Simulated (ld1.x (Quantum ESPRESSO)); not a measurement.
# S (Z = 16), RRKJ: configuration errors across variants

| Quantity | Value |
| --- | --- |
| Element | S (Z = 16) |
| Generator | ld1.x (Quantum ESPRESSO) 7.5 |
| Type | norm-conserving RRKJ (Kleinman–Bylander form) |
| Functional | PBEsol |
| Relativity | scalar-relativistic |
| Frozen core | [Ne] |
| Valence charge | 6 |
| Reference configuration | 3s2 3p4 |
| Partial waves | 3p (bound): rc 1.55 bohr; 3s (bound): rc 1.40 bohr |
| Local potential | the s channel |
| Core correction | Bessel-smoothed model core inside 1.35 bohr |

All-electron excitation energies from the reference (eV): (1) 3s2 3p3 11.733; (2) 3s2 3p2 33.974; (3) 3s2 3p1 67.974; (4) 3s1 3p5 10.280; (5) 3s1 3p4 22.580; (6) 3s0 3p6 20.679; (7) 3s2 3p3.5 4.643.

Errors AE − PS in meV (a dash: test not solved or not reliable):

```tsv
change	(1)	(2)	(3)	(4)	(5)	(6)	(7)	bound ghosts
base	+2.8	+22	+80	-3.3	-0.5	-13	+0.3	none
wave 3p (bound): rc 1.55 bohr becomes 3p (bound): rc 0.98 bohr	+3.1	+18	+45	+5.1	+12	+23	+0.5	none
wave 3p (bound): rc 1.55 bohr becomes 3p (bound): rc 1.14 bohr	+2.8	+18	+52	+1.7	+7.6	+8.1	+0.4	none
wave 3p (bound): rc 1.55 bohr becomes 3p (bound): rc 1.32 bohr	+2.7	+20	+66	-1.0	+3.2	-3.5	+0.3	none
wave 3p (bound): rc 1.55 bohr becomes 3p (bound): rc 1.56 bohr	+2.8	+23	+82	-3.6	-1.0	-14	+0.3	none
wave 3p (bound): rc 1.55 bohr becomes 3p (bound): rc 1.76 bohr	+3.0	+24	+88	-4.0	-2.0	-16	+0.4	none
wave 3p (bound): rc 1.55 bohr becomes 3p (bound): rc 1.88 bohr	+3.0	+24	+88	-3.7	-1.7	-15	+0.4	none
wave 3p (bound): rc 1.55 bohr becomes 3p (bound): rc 2.00 bohr	+3.1	+24	+85	-2.8	-0.3	-11	+0.4	none
wave 3p (bound): rc 1.55 bohr becomes 3p (bound): rc 2.16 bohr	+3.1	+23	+79	-1.5	+1.7	-5.5	+0.4	none
wave 3p (bound): rc 1.55 bohr becomes 3p (bound): rc 2.34 bohr	+3.2	+23	+74	-0.4	+3.6	-0.7	+0.4	none
```

(1) Give the same row for: wave 3p (bound): rc 1.55 bohr becomes 3p (bound): rc 1.48 bohr.

Results:

(1) +2.8, +22, +78, -3.0, 0.0, -12, +0.3; bound ghosts: none.
